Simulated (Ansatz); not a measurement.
Reaction (ligand exchange at the In–Br bond): `[CH3][In]([Cl])[Br]` + H₂Se → `[CH3][In]([Cl])[SeH]` + HBr

Calculated with Ansatz (gas phase, PBE0-D4/def2-TZVP geometries, no zero-point term in ΔE). CCSD(T)/CBS is the MP2 limit (def2-TZVPP, def2-QZVPP) plus CCSD(T) − MP2 in def2-TZVPP, frozen cores. DFT in def2-TZVPP. B3LYP here is the variant with VWN-RPA as its local correlation; programs differ in this. HSE06 is defined as in plane-wave codes. def2 core potentials past Kr. For Br, In, Se outer-core shells are correlated without core-valence functions, which leaves a few kJ/mol of doubt a bond. Scalar relativity is left out up to krypton. Each species was taken in one conformer, which may not be the lowest.

`[CH3][In]([Cl])[Br]`:

```xyz
7

C    -0.205   -1.101    0.227
In    0.194    0.948   -0.185
Cl    1.366    2.333    1.270
Br   -0.521    2.144   -2.215
H    -0.352   -1.636   -0.710
H     0.630   -1.524    0.783
H    -1.112   -1.163    0.829
```

H₂Se:

Cartesian coordinates in Å:
```
Se -0.295 0.448 -0.425
H -0.794 -0.614 0.456
H 1.089 0.166 -0.031
```

`[CH3][In]([Cl])[SeH]`:

Z-matrix (Å, degrees):
```
C
In 1 2.132
H 1 1.089 2 110.7
H 1 1.090 2 108.7 3 120.6
H 1 1.090 2 108.7 3 -121.0
Cl 2 2.345 1 118.0 3 172.5
Se 2 2.494 1 130.6 3 -7.7
H 7 1.469 2 90.5 1 -179.8
```

HBr:

Cartesian coordinates in Å:
```
Br 0.054 -0.043 0.707
H -0.054 0.043 -0.707
```

```
             level  ΔE (kJ/mol)  difference from CCSD(T)/CBS
       LDA (SPW92)         15.8                         -6.3
            PBE-D4         19.3                         -2.8
         revPBE-D4         19.9                         -2.2
           BLYP-D4         21.6                         -0.5
            B97M-V         27.9                          5.8
           PBE0-D4         21.8                         -0.3
          B3LYP-D4         23.6                          1.5
        r2SCANh-D4         23.6                          1.5
          HSE06-D4         21.8                         -0.3
          BHLYP-D4         27.1                          5.0
      CAM-B3LYP-D4         25.4                          3.3
           ωB97X-V         26.3                          4.2
           ωB97M-V         24.8                          2.7
            B2PLYP         24.3                          2.2
               PBE         20.6                         -1.5
              BLYP         24.2                          2.1
              PBE0         23.0                          0.9
             B3LYP         25.6                          3.5
           r2SCANh         24.0                          1.9
           r2SCAN0         24.6                          2.5
             HSE06         22.9                          0.8
             BHLYP         29.2                          7.1
         CAM-B3LYP         26.7                          4.6
           LC-ωPBE         25.3                          3.2
RPA@PBE/def2-TZVPP         21.2                         -0.9
       HF/def2-SVP         35.8                         13.7
      MP2/def2-SVP         25.7                          3.6
     CCSD/def2-SVP         27.1                          5.0
  CCSD(T)/def2-SVP         25.7                          3.6
     HF/def2-TZVPP         37.4                         15.3
    MP2/def2-TZVPP         19.7                         -2.4
SCS-MP2/def2-TZVPP         22.8                          0.7
   CCSD/def2-TZVPP         23.6                          1.5
CCSD(T)/def2-TZVPP         21.8                         -0.3
     HF/def2-QZVPP         37.6                         15.5
    MP2/def2-QZVPP         20.0                         -2.1
SCS-MP2/def2-QZVPP         23.2                          1.1
      HF/CBS(def2)         37.7                         15.6
     MP2/CBS(def2)         20.0                         -2.1
    CCSD/CBS(def2)         23.9                          1.8
       CCSD(T)/CBS         22.1                            0
```

Largest T1 diagnostic among the species: 0.011.

In def2-TZVPP, CCSD(T) changes the Hartree–Fock value by −15.6 kJ/mol (the triples alone add −1.9 kJ/mol) and MP2 by −17.7 kJ/mol. From BLYP to BHLYP (50 % exact exchange), in def2-TZVPP and without D4, ΔE moves by +5.1 kJ/mol.
